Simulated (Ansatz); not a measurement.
Reaction (cleavage of the Si–Sb bond): `N[SiH2][SbH][OH]` + `N[SiH](N)F` → `N[SiH2]N[SiH](N)F` + `[OH][SbH2]`

Program: Ansatz. Geometries: PBE0-D4/def2-TZVP. ΔE: electronic, gas phase. CCSD(T)/CBS is the MP2 limit (def2-TZVPP, def2-QZVPP) plus CCSD(T) − MP2 in def2-TZVPP, frozen cores. def2 core potentials past Kr. For Sb outer-core shells are correlated without core-valence functions, which leaves a few kJ/mol of doubt a bond. One conformer a species, not always the lowest.

```csv
species,SCS-MP2/def2-QZVPP energy (Eh)
`N[SiH2][SbH][OH]`,-662.28317
`N[SiH](N)F`,-501.32338
`N[SiH2]N[SiH](N)F`,-846.92486
`[OH][SbH2]`,-316.70105
```

Question: Work out ΔE.

Answer: ΔE = (-846.92486) + (-316.70105) − (-662.28317) − (-501.32338) = -0.01936 Eh = -12.1 kcal/mol. CCSD(T)/CBS gives -11.0 kcal/mol.

Largest T1 diagnostic among the species: 0.014.

The D4 term adds −1.3 kcal/mol with B3LYP and −0.8 kcal/mol with PBE0; it sums over pairs of atoms, weighted by their polarisabilities, and B3LYP, whose exchange is more repulsive, gets the larger term. From PBE to PBE0 (25 % exact exchange), in def2-TZVPP and without D4, ΔE moves by −1.2 kcal/mol.

B3LYP here is the variant with VWN-RPA as its local correlation; programs differ in this.
